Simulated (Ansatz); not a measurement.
Job for Ansatz (a program for electronic structure): U-B3LYP/def2-TZVPP on NaAl-, 2S+1 = 2, a spin state set in the input, which need not be the lowest, a point of a bond scan (R = 3.203 Å). Charge -1.

Ansatz 0.2 input:
```yaml
crystal:
  periodic: [false, false, false]
  atoms:
    - {symbol: Na, position_ang: [0.00000000, 0.00000000, 0.00000000]}
    - {symbol: Al, position_ang: [0.00000000, 0.00000000, 3.20260800]}
basis:
  gaussian:
    orbitals: def2-TZVPP
    pivot_positions_ang: [[0.00000000, 0.00000000, 0.00000000], [0.00000000, 0.00000000, 3.20260800]]
hamiltonian:
  xc: {name: B3LYP}
total_charge: -1
magnetization: {spin_polarized: true, initial_magnetization: 1}
output: {forces: true, orbitals: {seedname: ./end}}
```

Output:

```
WARN ansatz: RAYON_NUM_THREADS=1 ignored (pool sized by the plan → 1); use --threads N
Functional definition: B3LYP
integrals: 0.02 GiB planned
570 factors; their error is unknown
mean field: 0.23 GiB planned
mean field evaluation 1: about -11009.2083 eV, gradient 1.2e1 eV
mean field evaluation 2: about -11004.6747 eV, gradient 2.2e1 eV
mean field evaluation 4: about -11013.1225 eV, gradient 1.3e0 eV
mean field evaluation 8: about -11013.1531 eV, gradient 1.3e-1 eV
mean field evaluation 16: about -11013.1943 eV, gradient 6.1e-4 eV
mean field evaluation 32: about -11012.5724 eV, gradient 8.4e-3 eV
mean field evaluation 64: about -11012.5724 eV, gradient 9.1e-6 eV
mean field evaluation 96: about -11013.1654 eV, gradient 4.1e-1 eV
mean field evaluation 128: about -11012.5820 eV, gradient 3.2e-2 eV
mean field -11013.19431230 eV, -404.7274259659 hartree, gradient 7.1e-6 eV, S^2 0.953220; 17 other end points of the search recorded, 0 dependent functions left out
the calculation of the forces begins
reference -11013.19448864 eV, -404.7274324461 hartree; 13, 12 occupied and 61, 62 virtual orbitals, 570 factors
Total energy: -11013.19448864 eV, -404.7274324461 hartree
Atom 0 at     0.000000     0.000000     0.000000 Å, force    -0.000000     0.000000     0.002458 eV/Å
Atom 1 at     0.000000     0.000000     3.202608 Å, force     0.000000    -0.000000    -0.002458 eV/Å
Dipole moment:     0.000000     0.000000     0.427668 e Å
```

The run converged. Its determinant has ⟨S²⟩ = 0.95, a mixture of spin states.

Cost: roughly 12 core-seconds.
